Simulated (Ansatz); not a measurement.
Nudged elastic band run: C$_{2}$H$_{4}$AlFS

input.yaml

```yaml
crystal:
  periodic: [false, false, false]
  atoms:
    - { symbol: F, position_ang: [0.548193, 1.436054, 1.767437] }
    - { symbol: C, position_ang: [0.755489, 0.829535, 0.579066] }
    - { symbol: C, position_ang: [0.758726, -0.521153, 0.47437] }
    - { symbol: S, position_ang: [0.997703, -1.37163, -1.088297] }
    - { symbol: Al, position_ang: [-1.055937, -0.465857, -0.962827] }
    - { symbol: H, position_ang: [0.970356, 1.533395, -0.22762] }
    - { symbol: H, position_ang: [0.601457, -1.111851, 1.38231] }
    - { symbol: H, position_ang: [-2.17909, -1.241359, -0.142246] }
    - { symbol: H, position_ang: [-1.308297, 0.866666, -1.799392] }
basis:
  gaussian: { orbitals: def2-mTZVP }
hamiltonian:
  xc: pbe
neb:
  order_check: false
  images: 5
  f_tol: 0.03
  max_iterations: 60
  initial_path: idpp
  final_atoms:
    - { symbol: F, position_ang: [1.22273229, 1.74161726, -0.16623811] }
    - { symbol: C, position_ang: [0.80166942, 0.84574956, 0.7369525] }
    - { symbol: C, position_ang: [0.69748857, -0.47936494, 0.48157005] }
    - { symbol: S, position_ang: [1.03168325, -1.28123734, -1.08848435] }
    - { symbol: Al, position_ang: [-1.08000271, -0.51454039, -1.0091204] }
    - { symbol: H, position_ang: [0.58025988, 1.29796023, 1.70755252] }
    - { symbol: H, position_ang: [0.415651, -1.10126402, 1.33751273] }
    - { symbol: H, position_ang: [-2.17442756, -1.41825575, -0.2814321] }
    - { symbol: H, position_ang: [-1.40645414, 0.8631354, -1.73551185] }
```

Launched with:

```bash
$ ansatz run input.yaml --threads 2 --pin off --max-ram 3072MiB --backend cpu --events-out ev --progress --plain --runs-dir out
```

Output, in part (warnings, iteration lines, the closing report on the highest movable image, with atoms numbered from 0):

```
NEB end point (image 0): max|allowed force component| = 1.403e-2 eV/Å (the criterion of neb.relax_end_points is 1.000e-2)
NEB end point (image 6): max|allowed force component| = 6.050e-3 eV/Å (the criterion of neb.relax_end_points is 1.000e-2)
NEB iter   1: max|band force component| = 1.825e0 eV/Å  barrier→ = 2.9169 eV  barrier← = 2.8545 eV  Δτ_max = 0.2000 Å  (264 SCF iters)
NEB iter   2: max|band force component| = 1.310e0 eV/Å  barrier→ = 2.4857 eV  barrier← = 2.4233 eV  Δτ_max = 0.1983 Å  (182 SCF iters)
NEB iter   3: max|band force component| = 7.555e-1 eV/Å  barrier→ = 2.3957 eV  barrier← = 2.3333 eV  Δτ_max = 0.1975 Å  (165 SCF iters)
NEB iter   4: max|band force component| = 1.353e0 eV/Å  barrier→ = 2.1561 eV  barrier← = 2.0937 eV  Δτ_max = 0.1002 Å  (167 SCF iters)
NEB iter   5: max|band force component| = 1.494e0 eV/Å  barrier→ = 1.8999 eV  barrier← = 1.8375 eV  Δτ_max = 0.0500 Å  (159 SCF iters)
NEB iter   6: max|band force component| = 8.657e-1 eV/Å  barrier→ = 1.7398 eV  barrier← = 1.6774 eV  Δτ_max = 0.1004 Å  (161 SCF iters)
NEB iter   7: max|band force component| = 8.471e-1 eV/Å  barrier→ = 1.4868 eV  barrier← = 1.4244 eV  Δτ_max = 0.1001 Å  (174 SCF iters)
NEB iter   8: max|band force component| = 8.911e-1 eV/Å  barrier→ = 1.3075 eV  barrier← = 1.2451 eV  Δτ_max = 0.1001 Å  (164 SCF iters)
NEB iter   9: max|band force component| = 5.741e-1 eV/Å  barrier→ = 1.3692 eV  barrier← = 1.3068 eV  Δτ_max = 0.0998 Å  (159 SCF iters)
NEB iter  10: max|band force component| = 8.706e-1 eV/Å  barrier→ = 1.3485 eV  barrier← = 1.2861 eV  CI = image 4  Δτ_max = 0.0995 Å  (160 SCF iters)
NEB iter  11: max|band force component| = 1.145e0 eV/Å  barrier→ = 1.5265 eV  barrier← = 1.4641 eV  CI = image 4  Δτ_max = 0.1927 Å  (164 SCF iters)
NEB iter  12: max|band force component| = 8.180e-1 eV/Å  barrier→ = 1.6897 eV  barrier← = 1.6273 eV  CI = image 4  Δτ_max = 0.1991 Å  (166 SCF iters)
NEB iter  13: max|band force component| = 5.782e-1 eV/Å  barrier→ = 1.8855 eV  barrier← = 1.8231 eV  CI = image 4  Δτ_max = 0.1196 Å  (167 SCF iters)
NEB iter  14: max|band force component| = 4.620e-1 eV/Å  barrier→ = 1.8279 eV  barrier← = 1.7655 eV  CI = image 4  Δτ_max = 0.0911 Å  (160 SCF iters)
NEB iter  15: max|band force component| = 2.495e-1 eV/Å  barrier→ = 1.8256 eV  barrier← = 1.7632 eV  CI = image 4  Δτ_max = 0.0241 Å  (162 SCF iters)
NEB iter  16: max|band force component| = 7.582e-2 eV/Å  barrier→ = 1.8225 eV  barrier← = 1.7601 eV  CI = image 4  Δτ_max = 0.0118 Å  (166 SCF iters)
NEB iter  17: max|band force component| = 3.698e-2 eV/Å  barrier→ = 1.8219 eV  barrier← = 1.7595 eV  CI = image 4  Δτ_max = 0.0023 Å  (159 SCF iters)
NEB iter  18: max|band force component| = 2.016e-2 eV/Å  barrier→ = 1.8219 eV  barrier← = 1.7595 eV  CI = image 4  Δτ_max = 0.0000 Å  (291 SCF iters)
Total energy: -22274.32539973 eV, -818.5663603601 hartree
Atom 0 at     1.909017     1.274311     1.056394 Å, force     0.014008     0.006906     0.004846 eV/Å
Atom 1 at     0.645490     0.952722     0.719793 Å, force    -0.019892    -0.016738    -0.004685 eV/Å
Atom 2 at     0.107887    -0.341215     0.726178 Å, force     0.004829     0.002216    -0.003138 eV/Å
Atom 3 at     1.320627    -1.109146    -0.453218 Å, force    -0.001283     0.002249    -0.000126 eV/Å
Atom 4 at    -0.862495    -0.637374    -1.085648 Å, force     0.000080     0.000399    -0.000360 eV/Å
Atom 5 at     0.111460     1.875976     0.461219 Å, force     0.003969     0.006427     0.000014 eV/Å
Atom 6 at    -0.245752    -0.869940     1.616817 Å, force    -0.001342    -0.000326     0.003159 eV/Å
Atom 7 at    -1.838120    -1.898848    -1.132904 Å, force    -0.000212    -0.000365     0.000344 eV/Å
Atom 8 at    -1.059515     0.707313    -1.925829 Å, force    -0.000157    -0.000770    -0.000054 eV/Å
Dipole moment:    -0.106729     0.330335     0.385794 e Å
```

The run converged. The profile has 2 maxima (images 2, 4) with wells between them (image 3): this band takes more than one step, which may be the mechanism or a detour left from its start path. Neighbouring images differ by up to 1.4 eV, so the band resolves the path poorly. A vibrational analysis at the climbing image gives one clearly imaginary mode, 585i cm⁻¹: a first-order saddle point.

Final band (atoms are numbered from 1 in the order of the input):

| image | path coordinate (Å) | energy (eV) | dihedral F1–C2–C3–S4 (°) |
| --- | --- | --- | --- |
| 0 | 0.00 | 0.00 | 179 |
| 1 | 0.96 | 0.15 | -161 |
| 2 | 1.92 | 0.88 | -122 |
| 3 | 2.88 | 0.62 | -103 |
| 4 | 3.84 | 1.82 | -58 |
| 5 | 4.96 | 0.41 | -18 |
| 6 | 6.07 | 0.06 | -2 |

The run took 3.7 min on 2 threads of Arm Neoverse V1, with other jobs on the host, peak memory 0.16 GiB.
